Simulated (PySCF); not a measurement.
Excitations are Tamm–Dancoff values on a coarser integration grid. The basis has no diffuse functions, so Rydberg states are missing or too high.

Z-matrix (Å, degrees):
```
Si
F 1 1.6137
N 1 1.7018 2 108.42
H 3 1.0051 1 120.72 2 121.95
H 3 1.0060 4 112.90 1 161.26
N 1 1.7018 2 108.44 3 -120.02
H 6 1.0051 1 120.72 2 121.71
H 6 1.0060 7 112.88 1 161.13
N 1 1.7018 2 108.47 3 119.99
H 9 1.0051 1 120.70 2 121.55
H 9 1.0061 10 112.88 1 161.05
```
Charge 0, spin multiplicity 1.

Estimate the LUMO, HOMO, HOMO–LUMO gap, total energy, S1 oscillator strength, S1 excitation (TDA) and dipole moment that PBE-D3(BJ)/def2-TZVP // B3LYP-D3(BJ)/def2-TZVP (PySCF) returns for this input.


```yaml
LUMO: 0.04 eV
HOMO: -5.97 eV
HOMO–LUMO gap: 6.01 eV
total_energy: -557.0711 Ha
S1 oscillator strength: 0.029
S1 excitation (TDA): 6.11 eV
dipole_moment: 1.44 D
```
